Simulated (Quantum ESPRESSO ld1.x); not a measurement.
Values are calculated unless marked as measured or tabulated.
Task: The mean radii <r> (bohr) of the occupied orbitals of an atom or ion are listed with their occupations. Level of theory: non-relativistic Kohn-Sham, LDA (Slater exchange, VWN5 correlation), spin-polarised, spherical densities, point nucleus (ld1.x of Quantum ESPRESSO 7.5).

| orbital | occ. | <r> |
|---|---|---|
| 1s up | 1 | 0.07031 |
| 1s down | 1 | 0.07031 |
| 2s up | 1 | 0.3287 |
| 2s down | 1 | 0.3285 |
| 2p up | 3 | 0.2915 |
| 2p down | 3 | 0.2913 |
| 3s up | 1 | 1.005 |
| 3s down | 1 | 1.006 |
| 3p up | 3 | 1.069 |
| 3p down | 3 | 1.070 |
| 3d up | 1 | 1.366 |
| 4s up | 1 | 3.173 |
| 4s down | 1 | 3.225 |
| 4p up | 1 | 4.061 |

Name the element and its charge. Open shells, if any, are filled with parallel spins first.

Result: Z = 22, titanium, charge 0: Ti in [Ar] 3d1 4s2 4p1. The 1s radius gives Z: for a bare nucleus <r> = 1.5/Z, 0.06818 bohr for Z = 22, and screening makes it slightly larger (0.07031 here). The occupations add up to 22, and the charge is Z minus that.
